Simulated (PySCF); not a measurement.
HOSr, SMILES [Sr][OH], multiplicity 2.

Coordinates come from a B3LYP-D3(BJ)/def2-TZVPD optimisation. The def2 effective core potentials stand for the cores of Sr; spin–orbit coupling is left out.

Computed with B3LYP/def2-TZVPD run with PySCF.

The molecule is in vacuum.

### Question
Estimate the frontier levels, dipole moment and polarisability. (The exact figures need the calculation; the answer reports its results.)

### Answer

```json
{
 "α spin, highest occupied and lowest empty level": "-3.61 and -0.98 eV",
 "β spin, highest occupied and lowest empty level": "-7.05 and -2.09 eV",
 "dipole_moment": "1.82 D",
 "mean_static_polarisability": "174.0 bohr³ (25.79 Å³)",
 "polarisability_principal_values": "142.0, 190.0, 190.0 bohr³",
 "⟨S²⟩": "0.750 (pure state 0.75)"
}
```
